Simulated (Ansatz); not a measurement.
Ansatz (an electronic-structure program) job for AlClH₅NO₂Si, SMILES [OH][Al]([OH])[NH][SiH2]Cl, PBE0-D3(BJ)/def2-SVP. 

Ansatz 0.2 input:
```yaml
crystal:
  periodic: [false, false, false]
  atoms:
    - {symbol: Si, position_ang: [1.39193078, 0.46435531, 0.13749640]}
    - {symbol: Cl, position_ang: [2.83517542, -0.94904722, 0.11361853]}
    - {symbol: N, position_ang: [-0.09635618, -0.36337841, -0.12515745]}
    - {symbol: Al, position_ang: [-1.81268104, 0.21656134, -0.10383900]}
    - {symbol: O, position_ang: [-2.93256119, -0.92729953, -0.46243240]}
    - {symbol: O, position_ang: [-2.16272048, 1.78168161, 0.25491999]}
    - {symbol: H, position_ang: [1.42143493, 1.11369721, 1.44863399]}
    - {symbol: H, position_ang: [1.69846071, 1.41618645, -0.93346502]}
    - {symbol: H, position_ang: [-0.01513714, -1.34308431, -0.35862800]}
    - {symbol: H, position_ang: [-3.76528355, -1.34525326, -0.62069192]}
    - {symbol: H, position_ang: [-2.02288822, 2.68457706, 0.49379489]}
basis:
  gaussian:
    orbitals: def2-SVP
hamiltonian:
  xc: pbe0
  dispersion: d3bj
relax: {f_tol: 0.002, max_steps: 200}
```

Log of the run:

```
[...]
these checks for a lower state are left out or cut short: starts, cluster_reference, orbital_swaps, neighbouring_geometries, increment
integrals: 0.08 GiB planned
1223 factors; integrals over basis functions are off by at most 4.3e-4 eV
mean field: 0.64 GiB planned
mean field -32639.30290525 eV, -1199.4722580539 hartree, gradient 5.5e-6 eV, S^2 0.000000; 0 other end points of the search recorded, 0 dependent functions left out
the calculation of the forces begins
reference -32639.30293677 eV, -1199.4722592121 hartree; 36, 36 occupied and 85, 85 virtual orbitals, 1223 factors
relax step  19: F+E_penalty+E_count = -32639.54317893 eV  Δ(F+E_penalty+E_count) = -9.802e-4 eV  max|allowed force component| = 3.752e-2 eV/Å  Δτ_max = 0.0809 Å  (29 SCF iters, accepted)
these checks for a lower state are left out or cut short: starts, cluster_reference, orbital_swaps, neighbouring_geometries, increment
integrals: 0.08 GiB planned
1223 factors; integrals over basis functions are off by at most 4.3e-4 eV
mean field: 0.64 GiB planned
mean field -32639.30280461 eV, -1199.4722543552 hartree, gradient 6.3e-6 eV, S^2 0.000000; 0 other end points of the search recorded, 0 dependent functions left out
the calculation of the forces begins
reference -32639.30283610 eV, -1199.4722555125 hartree; 36, 36 occupied and 85, 85 virtual orbitals, 1223 factors
relax step  20: F+E_penalty+E_count = -32639.54354724 eV  Δ(F+E_penalty+E_count) = -3.683e-4 eV  max|allowed force component| = 3.306e-2 eV/Å  Δτ_max = 0.0597 Å  (28 SCF iters, accepted)
these checks for a lower state are left out or cut short: starts, cluster_reference, orbital_swaps, neighbouring_geometries, increment
integrals: 0.08 GiB planned
1223 factors; integrals over basis functions are off by at most 4.4e-4 eV
mean field: 0.64 GiB planned
mean field -32639.30228147 eV, -1199.4722351304 hartree, gradient 5.5e-6 eV, S^2 0.000000; 0 other end points of the search recorded, 0 dependent functions left out
the calculation of the forces begins
reference -32639.30231295 eV, -1199.4722362873 hartree; 36, 36 occupied and 85, 85 virtual orbitals, 1223 factors
relax step  21: F+E_penalty+E_count = -32639.54359194 eV  Δ(F+E_penalty+E_count) = -4.470e-5 eV  max|allowed force component| = 3.166e-2 eV/Å  Δτ_max = 0.0464 Å  (28 SCF iters, accepted)
these checks for a lower state are left out or cut short: starts, cluster_reference, orbital_swaps, neighbouring_geometries, increment
integrals: 0.08 GiB planned
1223 factors; integrals over basis functions are off by at most 4.4e-4 eV
mean field: 0.64 GiB planned
mean field evaluation 160: about -32639.3023 eV, gradient 2.3e-5 eV
mean field -32639.30229196 eV, -1199.4722355157 hartree, gradient 2.3e-5 eV, S^2 0.000000; 0 other end points of the search recorded, 0 dependent functions left out
the calculation of the forces begins
reference -32639.30232344 eV, -1199.4722366726 hartree; 36, 36 occupied and 85, 85 virtual orbitals, 1223 factors
relax step  22: F+E_penalty+E_count = -32639.54371396 eV  Δ(F+E_penalty+E_count) = -1.220e-4 eV  max|allowed force component| = 2.325e-2 eV/Å  Δτ_max = 0.0162 Å  (24 SCF iters, accepted)
these checks for a lower state are left out or cut short: starts, cluster_reference, orbital_swaps, neighbouring_geometries, increment
integrals: 0.08 GiB planned
1223 factors; integrals over basis functions are off by at most 4.4e-4 eV
mean field: 0.64 GiB planned
mean field -32639.30241288 eV, -1199.4722399595 hartree, gradient 9.4e-6 eV, S^2 0.000000; 0 other end points of the search recorded, 0 dependent functions left out
the calculation of the forces begins
reference -32639.30244436 eV, -1199.4722411165 hartree; 36, 36 occupied and 85, 85 virtual orbitals, 1223 factors
relax step  23: F+E_penalty+E_count = -32639.54373901 eV  Δ(F+E_penalty+E_count) = -2.505e-5 eV  max|allowed force component| = 2.446e-2 eV/Å  Δτ_max = 0.0095 Å  (24 SCF iters, accepted)
these checks for a lower state are left out or cut short: starts, cluster_reference, orbital_swaps, neighbouring_geometries, increment
integrals: 0.08 GiB planned
1223 factors; integrals over basis functions are off by at most 4.4e-4 eV
mean field: 0.64 GiB planned
mean field -32639.30245987 eV, -1199.4722416865 hartree, gradient 1.1e-5 eV, S^2 0.000000; 0 other end points of the search recorded, 0 dependent functions left out
the calculation of the forces begins
reference -32639.30249135 eV, -1199.4722428433 hartree; 36, 36 occupied and 85, 85 virtual orbitals, 1223 factors
relax step  24: F+E_penalty+E_count = -32639.54379753 eV  Δ(F+E_penalty+E_count) = -5.852e-5 eV  max|allowed force component| = 7.514e-3 eV/Å  Δτ_max = 0.0047 Å  (23 SCF iters, accepted)
these checks for a lower state are left out or cut short: starts, cluster_reference, orbital_swaps, neighbouring_geometries, increment
integrals: 0.08 GiB planned
1223 factors; integrals over basis functions are off by at most 4.4e-4 eV
mean field: 0.64 GiB planned
mean field -32639.30245034 eV, -1199.4722413362 hartree, gradient 2.5e-5 eV, S^2 0.000000; 0 other end points of the search recorded, 0 dependent functions left out
the calculation of the forces begins
reference -32639.30248182 eV, -1199.4722424930 hartree; 36, 36 occupied and 85, 85 virtual orbitals, 1223 factors
relax step  25: F+E_penalty+E_count = -32639.54380230 eV  Δ(F+E_penalty+E_count) = -4.769e-6 eV  max|allowed force component| = 7.543e-3 eV/Å  Δτ_max = 0.0010 Å  (20 SCF iters, accepted)
these checks for a lower state are left out or cut short: starts, cluster_reference, orbital_swaps, neighbouring_geometries, increment
integrals: 0.08 GiB planned
1223 factors; integrals over basis functions are off by at most 4.4e-4 eV
mean field: 0.64 GiB planned
mean field -32639.30249422 eV, -1199.4722429488 hartree, gradient 9.3e-6 eV, S^2 0.000000; 0 other end points of the search recorded, 0 dependent functions left out
the calculation of the forces begins
reference -32639.30252570 eV, -1199.4722441055 hartree; 36, 36 occupied and 85, 85 virtual orbitals, 1223 factors
relax step  26: F+E_penalty+E_count = -32639.54381026 eV  Δ(F+E_penalty+E_count) = -7.960e-6 eV  max|allowed force component| = 4.220e-3 eV/Å  Δτ_max = 0.0028 Å  (24 SCF iters, accepted)
these checks for a lower state are left out or cut short: starts, cluster_reference, orbital_swaps, neighbouring_geometries, increment
integrals: 0.08 GiB planned
1223 factors; integrals over basis functions are off by at most 4.4e-4 eV
mean field: 0.64 GiB planned
mean field -32639.30245947 eV, -1199.4722416715 hartree, gradient 8.6e-5 eV, S^2 0.000000; 0 other end points of the search recorded, 0 dependent functions left out
the calculation of the forces begins
reference -32639.30249094 eV, -1199.4722428282 hartree; 36, 36 occupied and 85, 85 virtual orbitals, 1223 factors
relax step  27: F+E_penalty+E_count = -32639.54380882 eV  Δ(F+E_penalty+E_count) = +1.438e-6 eV  max|allowed force component| = 5.460e-3 eV/Å  Δτ_max = 0.0022 Å  (21 SCF iters, rejected (line search))
these checks for a lower state are left out or cut short: starts, cluster_reference, orbital_swaps, neighbouring_geometries, increment
integrals: 0.08 GiB planned
1223 factors; integrals over basis functions are off by at most 4.4e-4 eV
mean field: 0.64 GiB planned
mean field -32639.30248186 eV, -1199.4722424945 hartree, gradient 2.6e-5 eV, S^2 0.000000; 0 other end points of the search recorded, 0 dependent functions left out
the calculation of the forces begins
reference -32639.30251333 eV, -1199.4722436512 hartree; 36, 36 occupied and 85, 85 virtual orbitals, 1223 factors
relax step  28: F+E_penalty+E_count = -32639.54381502 eV  Δ(F+E_penalty+E_count) = -4.759e-6 eV  max|allowed force component| = 1.681e-3 eV/Å  Δτ_max = 0.0011 Å  (20 SCF iters, accepted)
these checks for a lower state are left out or cut short: starts, cluster_reference, orbital_swaps, neighbouring_geometries, increment
integrals: 0.08 GiB planned
1223 factors; integrals over basis functions are off by at most 4.4e-4 eV
mean field: 0.64 GiB planned
mean field evaluation 192: about -32639.3024 eV, gradient 1.4e-1 eV
mean field -32639.30241893 eV, -1199.4722401818 hartree, gradient 7.5e-5 eV, S^2 0.000000; 0 other end points of the search recorded, 0 dependent functions left out
the calculation of the forces begins
reference -32639.30245040 eV, -1199.4722413384 hartree; 36, 36 occupied and 85, 85 virtual orbitals, 1223 factors
relax step  29: F+E_penalty+E_count = -32639.54382023 eV  Δ(F+E_penalty+E_count) = -5.207e-6 eV  max|allowed force component| = 2.001e-3 eV/Å  Δτ_max = 0.0037 Å  (20 SCF iters, accepted)
these checks for a lower state are left out or cut short: starts, cluster_reference, orbital_swaps, neighbouring_geometries, increment
integrals: 0.08 GiB planned
1223 factors; integrals over basis functions are off by at most 4.4e-4 eV
mean field: 0.64 GiB planned
mean field -32639.30238781 eV, -1199.4722390381 hartree, gradient 4.2e-5 eV, S^2 0.000000; 0 other end points of the search recorded, 0 dependent functions left out
the calculation of the forces begins
reference -32639.30241928 eV, -1199.4722401948 hartree; 36, 36 occupied and 85, 85 virtual orbitals, 1223 factors
relax step  30: F+E_penalty+E_count = -32639.54381812 eV  Δ(F+E_penalty+E_count) = +2.107e-6 eV  max|allowed force component| = 4.306e-3 eV/Å  Δτ_max = 0.0022 Å  (20 SCF iters, rejected (line search))
these checks for a lower state are left out or cut short: starts, cluster_reference, orbital_swaps, neighbouring_geometries, increment
integrals: 0.08 GiB planned
1223 factors; integrals over basis functions are off by at most 4.4e-4 eV
mean field: 0.64 GiB planned
mean field -32639.30240605 eV, -1199.4722397084 hartree, gradient 3.3e-5 eV, S^2 0.000000; 0 other end points of the search recorded, 0 dependent functions left out
the calculation of the forces begins
reference -32639.30243752 eV, -1199.4722408651 hartree; 36, 36 occupied and 85, 85 virtual orbitals, 1223 factors
relax step  31: F+E_penalty+E_count = -32639.54382223 eV  Δ(F+E_penalty+E_count) = -2.003e-6 eV  max|allowed force component| = 6.623e-4 eV/Å  Δτ_max = 0.0011 Å  (19 SCF iters, accepted)
integrals: 0.08 GiB planned
1223 factors; integrals over basis functions are off by at most 4.4e-4 eV
mean field: 0.64 GiB planned
mean field -32639.30240605 eV, -1199.4722397084 hartree, gradient 3.3e-5 eV, S^2 0.000000; 1 other end points of the search recorded, 0 dependent functions left out
the calculation of the forces begins
reference -32639.30243752 eV, -1199.4722408651 hartree; 36, 36 occupied and 85, 85 virtual orbitals, 1223 factors
Total energy: -32639.54385371 eV, -1199.4811127463 hartree
Atom 0 at     1.341765     0.537187    -0.114332 Å, force    -0.000477     0.000408     0.000563 eV/Å
Atom 1 at     2.273347    -0.412208     1.488179 Å, force     0.000205    -0.000394     0.000317 eV/Å
Atom 2 at    -0.092838    -0.255250    -0.617295 Å, force     0.000662     0.000364    -0.000075 eV/Å
Atom 3 at    -1.770858     0.062235    -0.079442 Å, force    -0.000550     0.000072    -0.000055 eV/Å
Atom 4 at    -2.966294    -0.980674    -0.670083 Å, force    -0.000054     0.000209     0.000494 eV/Å
Atom 5 at    -2.160920     1.343106     0.957171 Å, force     0.000093     0.000499     0.000019 eV/Å
Atom 6 at     0.969604     1.898177     0.365274 Å, force    -0.000125    -0.000038    -0.000139 eV/Å
Atom 7 at     2.355992     0.597338    -1.201052 Å, force     0.000019     0.000093    -0.000333 eV/Å
Atom 8 at     0.043728    -1.082785    -1.194881 Å, force     0.000223    -0.000567    -0.000468 eV/Å
Atom 9 at    -3.896530    -0.926329    -0.448800 Å, force    -0.000030    -0.000133    -0.000087 eV/Å
Atom 10 at    -1.557623     1.968199     1.359512 Å, force     0.000033    -0.000513    -0.000236 eV/Å
Dipole moment:    -0.234768     0.142654    -0.188506 e Å
```

The calculation finished and met its thresholds.

Cost: very roughly 3 core-minutes.
